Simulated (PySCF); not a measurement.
BH2I, SMILES BI. Atoms are numbered in the order given.

```xyz
4

B      0.0000     0.0000     1.8490
H      0.0000     1.0473     2.3983
H      0.0000    -1.0473     2.3983
I      0.0000     0.0000    -0.2649
```

Geometry: B3LYP-D3(BJ)/def2-TZVP. The def2 effective core potentials stand for the cores of I; spin–orbit coupling is left out.

Computed with B3LYP-D3(BJ)/def2-TZVP (PySCF).

Frequencies are harmonic and unscaled.

```tsv
mode	ν (cm⁻¹)	IR (km/mol)	moving atoms (share of kinetic energy)
1	590	41.8	B 77 %, H 14 %, I 9 %
2	752	0.4	H 87 %, B 13 %
3	934	14.8	H 77 %, B 23 %
4	1171	118.4	H 89 %, B 11 %
5	2633	94.0	H 96 %
6	2758	56.5	H 87 %, B 13 %
```
